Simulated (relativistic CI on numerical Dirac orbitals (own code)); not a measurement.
**Line list: Forbidden lines, Sm LIX**

Method of calculation: Dirac-Coulomb-Breit CI, orbitals from a KLI potential per configuration, QED by a radiative potential, unscaled Slater integrals (own radial code, finite nucleus).

CI space (outside the closed core 1s2): 2s², 2s2p, 2p², 2p3s, 2p3p, 2s3s, 2s3p, 2s3d, 2s4s, 2s4p, 2s4d, 2s4f, 3s², 3s3p, 3p². Levels of other configurations are missing.

| λ vac (Å) | Lower | Upper | Type | A (s⁻¹) | gf | Branching (%) |
| --- | --- | --- | --- | --- | --- | --- |
| 1.6578 | 2s2p ³P°0 [2] | 2s3p ³P°2 [19] | E2 | 2.36e+11 | 4.85e-04 | 16.8 |
| 1.6640 | 2s2p ³P°1 [3] | 2s3p ³P°2 [19] | E2 | 3.85e+11 | 8.00e-04 | 27.5 |
| 1.8209 | 2s2p ³P°2 [5] | 2s3p ³P°2 [19] | E2 | 3.76e+11 | 9.36e-04 | 26.9 |
| 1.8410 | 2s2p ¹P°1 [6] | 2s3p ³P°2 [19] | E2 | 1.30e+11 | 3.29e-04 | 9.2 |
| 1.8752 | 2s2p ³P°2 [5] | 2s3p ³P°0 [13] | E2 | 1.10e+12 | 5.78e-04 | 86.5 |
| 19.319 | 2s2p ³P°1 [3] | 2s2p ³P°2 [5] | M1 | 1.32e+09 | 3.69e-04 | 99.6 |

Terms are leading LS components. Brackets give the number of a level in order of energy, since labels repeat. The list gives strong lines, with weight on those to low levels, among the lowest 48 of 58 levels, so that lines to higher ones, which can be the strongest, are missing. Levels whose partners in the same complex of configurations lie outside the list can be far off, and so can their lines. Rates are taken at the computed energies, electric ones in the length gauge.

At this charge energies of transitions that change n are usually good to better than 1 %, and those within a shell (Δn = 0) to a few per cent.

LS names give the leading component of a level, which can be under half, so a name can repeat, a term be missing and a line seem to break the LS rules.
